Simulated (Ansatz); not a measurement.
B₈H₁₃⁻, relaxed as a singlet with RKS r2SCAN-D4/def2-SVPD in Ansatz, starting from the GFN1-xTB geometry. Force threshold 0.02 eV/Å.

Another isomer (singlet) lies 0.17 eV lower at PBE0-D4/def2-TZVPD; other spin states weren't run for this one.

Start:

Cartesian coordinates in Å:
```
B 0.525 0.255 -1.216
B 0.482 2.181 -1.009
B 1.854 1.366 -0.605
B 1.410 -0.173 0.263
B -0.260 -0.417 0.422
B -1.496 -1.683 0.142
B -0.915 0.907 -0.641
B -0.570 -1.556 1.743
H -1.546 -2.377 1.303
H 0.343 2.777 -2.040
H 0.575 -0.280 -2.272
H 2.994 1.438 -0.951
H -1.047 -0.981 2.677
H -2.031 1.112 -0.981
H 2.245 -0.995 0.470
H -1.136 -2.488 -0.665
H -0.085 2.705 -0.075
H 0.338 -2.293 1.974
H 1.800 1.012 0.731
H -0.860 0.781 0.694
H -2.619 -1.293 0.037
```

```
         step  energy (eV)  largest force component (eV/Å)  SCF passes
            1   -5616.1776                           1.969          18
            2   -5616.6329                           0.984          19
            3   -5616.9040                           0.623          25
            4   -5616.9747                           0.401          19
 5 (rejected)   -5616.8028                           1.165          24
            6   -5616.9962                           0.108          19
 7 (rejected)   -5616.9951                           0.191          19
            8   -5616.9983                           0.096          20
            9   -5616.9992                           0.033          19
           10   -5616.9997                           0.022          20
11 (rejected)   -5616.9996                           0.020          20
           12   -5616.9998                           0.006          20
```

Force components are those of the run's own axes.

End:

```
atom    x (Å)    y (Å)    z (Å)
  B1   0.5584   0.2340  -1.1540
  B2   0.4787   2.0134  -1.1364
  B3   1.8709   1.3000  -0.5424
  B4   1.4450  -0.1464   0.3067
  B5  -0.2688  -0.3469   0.3036
  B6  -1.5181  -1.6209   0.1545
  B7  -0.8911   1.0562  -0.5703
  B8  -0.4825  -1.5289   1.6131
  H9  -1.5391  -2.3039   1.2749
 H10   0.2816   2.7516  -2.0701
 H11   0.5902  -0.3875  -2.1833
 H12   3.0297   1.4638  -0.8394
 H13  -0.8773  -0.9658   2.6155
 H14  -2.0186   1.2062  -0.9520
 H15   2.2587  -0.9643   0.6389
 H16  -1.2293  -2.4271  -0.7038
 H17  -0.3312   2.2856  -0.1593
 H18   0.4040  -2.3376   1.7541
 H19   1.7059   1.0892   0.7762
 H20  -0.8363   0.7704   0.7495
 H21  -2.6308  -1.1410   0.1238
```

By distances, no bond broke or formed. The bond that changes most is B1–B5, from 1.94 to 1.77 Å (atoms count from 1). A close non-bonded pair moves further: B7–H17, from 2.06 to 1.41 Å.

The force fell under the threshold at step 11, but the optimiser went on. No frequencies were taken in this run, so the end may be a saddle point.

Run time 89 s (4 threads of Arm Neoverse V1 on a shared host).
